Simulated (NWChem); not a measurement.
C2H5FOSi; SMILES F/C=C/O[SiH3]

```xyz
10

F      0.3450     2.8676    -0.0172
C     -0.3606     1.7417    -0.1161
C      0.1852     0.5634     0.1847
O     -0.5316    -0.5819     0.1257
Si     0.1043    -2.1248    -0.0484
H     -1.3932     1.8759    -0.4479
H      1.2307     0.5115     0.5173
H     -1.0216    -3.0566     0.2142
H      1.2074    -2.3226     0.9406
H      0.6424    -2.3257    -1.4267
```
Atoms are numbered in this order, from 1.

Program: NWChem. Structure relaxed at the PBE0/def2-SVP level. Level: PBE0/def2-SVP with SMD (1 M gas to 1 M solution), gas-phase geometry. Reactions with the solvent are ignored.

For solvent water:

```
Quantity                                     Value
-------------------------------------------  -----
solvation free energy (kcal/mol)               1.2
cavity-dispersion-structure term (kcal/mol)    4.8
dipole in solution (D)                        1.99
```

Estimate the same quantities for solvent toluene.


* **solvation free energy (kcal/mol)**: -1.6
* **cavity-dispersion-structure term (kcal/mol)**: 0.1
* **dipole in solution (D)**: 1.83
